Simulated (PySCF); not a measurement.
**Frontier orbitals and the lowest excitations**

Species: C5H4F4Ge.
Structure used (PBE0-D3(BJ)/def2-SVP), in Å, numbered top down from 1:
```
atom  x, y, z in Å
F1     0.782    2.179   -0.509
C2    -0.044    1.161   -0.298
C3    -1.379    1.241   -0.390
Ge4   -2.061   -0.523    0.017
C5    -0.236   -1.171    0.276
C6     0.590   -0.134    0.060
C7     2.089   -0.219    0.164
F8     2.673    0.075   -1.000
F9     2.557    0.635    1.076
F10    2.483   -1.443    0.517
H11   -1.890    2.167   -0.651
H12   -2.910   -0.600    1.295
H13   -2.785   -1.212   -1.149
H14    0.137   -2.161    0.544
```

Method: TDDFT PBE0/def2-SVPD, vertical, gas phase, core orbitals frozen in the response (PySCF). The PBE0/def2-SVPD calculation is non-relativistic and has no spin–orbit coupling, an omission that weighs most on germanium.

Frontier orbitals with the atoms that hold most of them (Löwdin shares over 4%, at most four atoms; ? is withheld):

```csv
orbital,ε (eV),atoms
LUMO+2,0.30,"Ge4 49%, H13 14%, H12 14%, C3 7%"
LUMO+1,0.13,"Ge4 40%, H12 12%, H13 12%, C3 10%"
LUMO,-2.10,"C5 26%, C6 20%, C3 13%, C2 12%"
HOMO,-7.47,?
HOMO-1,-9.38,?
HOMO-2,-9.52,"C5 30%, Ge4 22%, C3 15%, C6 6%"
HOMO-3,-9.99,"Ge4 28%, C3 24%, H12 10%, H13 10%"
```

(1) Give the leading atoms of the HOMO.

(2) Give the leading atoms of the HOMO-1.

(3) The HOMO–LUMO gap is 5.37 eV. Where does the response calculation put the lowest singlet, and from which orbitals?

(4) Give energy, strength and leading configuration of S1, S2, S3 and S4, and follow the Löwdin shares of the leading atoms from the occupied to the empty orbital.

Answers

(1) C3 (bonded to C, Ge and H) 32%; C2 (bonded to 2 C and F) 20%; C5 (bonded to C, Ge and H) 18%; C6 (bonded to 3 C) 12%.

(2) C6 (bonded to 3 C) 21%; Ge4 (bonded to 2 C and 2 H) 19%; C5 (bonded to C, Ge and H) 12%; H12 (bonded to Ge) 11%. By element: carbon 33% or more, germanium 19%, hydrogen 11% or more.

(3) S1 is at 4.51 eV (f = 0.047), 0.85 eV below the gap, made of HOMO→LUMO (97%). Without the coupling terms of the response equations the lowest excitation would equal the gap.

(4) 
- S1 (4.51 eV, f 0.047), HOMO→LUMO (97%): C3 32% → 13%, C2 20% → 12%, C5 18% → 26%, C6 12% → 20%
- S2 (5.78 eV, f 0.0001), HOMO-2→LUMO (99%): C5 30% → 26%, Ge4 22% → at most 13%, C6 6% → 20%
- S3 (6.35 eV, f 0.088), HOMO-1→LUMO (79%): C6 21% → 20%, Ge4 19% → at most 13%, C5 12% → 26%
- S4 (6.37 eV, f 0.012), HOMO→LUMO+1 (88%): C3 32% → 10%, C2 20% → at most 11%, Ge4 at most 12% → 40%, H12 at most 12% → 12%

Löwdin shares depend on the basis, the more so with diffuse functions.
